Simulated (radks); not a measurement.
Q: Species: the gallium ion Ga3+. Configuration: [Ar] 3d10 (the NIST ground configuration). Calculated with a radial shooting solver on a logarithmic mesh with Libxc functionals: non-relativistic Kohn-Sham, exchange-only LDA, spin-polarised, spherical densities, point nucleus. Some entries of the table are withheld. Estimate them.

orbital,occ.,eigenvalue (eV),<r^2> (bohr^2)
1s,2,-10104.07,0.003282
2s,2,(1),0.05803
2p,6,-1122.180,(2)
3s,2,(3),(4)
3p,6,(5),0.5525
3d,10,-51.3896,0.7940

A: 
(1) 2s eigenvalue (eV): -1261.148
(2) 2p <r^2> (bohr^2): 0.04531
(3) 3s eigenvalue (eV): -174.2231
(4) 3s <r^2> (bohr^2): 0.5094
(5) 3p eigenvalue (eV): -129.1309
